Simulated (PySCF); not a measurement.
Vibration and rotation of ZrH

UHF-CCSD(T) constants of ZrH, quartet, unpaired electrons σ ↑, π ↑, δ ↑ (PySCF, spin-free X2C with a Gaussian nucleus, basis sets Zr x2c-TZVPPall, H x2c-TZVPPall; masses 89.9047 and 1.0078 u):

```
ωe                     : 1574.5 cm⁻¹
ωexe                   : 22.6 cm⁻¹
Be                     : 4.847 cm⁻¹
αe                     : 0.111 cm⁻¹
D (centrifugal)        : 0.000184 cm⁻¹
De to Zr (4d2 5s2) + H : 2.39 eV
```

Give the vibrational terms G(v) and spacings up to v = 6.

G(v) = ωe(v+½) − ωexe(v+½)².

```json
{"v": "0", "G(v) (cm⁻¹)": "781.6", "G(v) − G(v−1)": "", "Bv (cm⁻¹)": "4.792"}
{"v": "1", "G(v) (cm⁻¹)": "2310.9", "G(v) − G(v−1)": "1529.3", "Bv (cm⁻¹)": "4.681"}
{"v": "2", "G(v) (cm⁻¹)": "3795.0", "G(v) − G(v−1)": "1484.1", "Bv (cm⁻¹)": "4.570"}
{"v": "3", "G(v) (cm⁻¹)": "5233.9", "G(v) − G(v−1)": "1438.9", "Bv (cm⁻¹)": "4.459"}
{"v": "4", "G(v) (cm⁻¹)": "6627.6", "G(v) − G(v−1)": "1393.7", "Bv (cm⁻¹)": "4.348"}
{"v": "5", "G(v) (cm⁻¹)": "7976.1", "G(v) − G(v−1)": "1348.5", "Bv (cm⁻¹)": "4.237"}
{"v": "6", "G(v) (cm⁻¹)": "9279.4", "G(v) − G(v−1)": "1303.3", "Bv (cm⁻¹)": "4.126"}
```

How well does the Morse estimate ωe²/(4ωexe) reproduce De, and what is D0?

It gives 3.40 eV, 142 % of the computed De. D0 = De − G(0) = 2.39 − 0.10 = 2.29 eV.

Correlated steps freeze 14 core orbitals. Spin–orbit coupling is left out, which matters for elements this heavy, above all for dissociation energies. The state is the lowest single determinant that the PBE0 search found; with open d or f shells the true ground state can be another one.
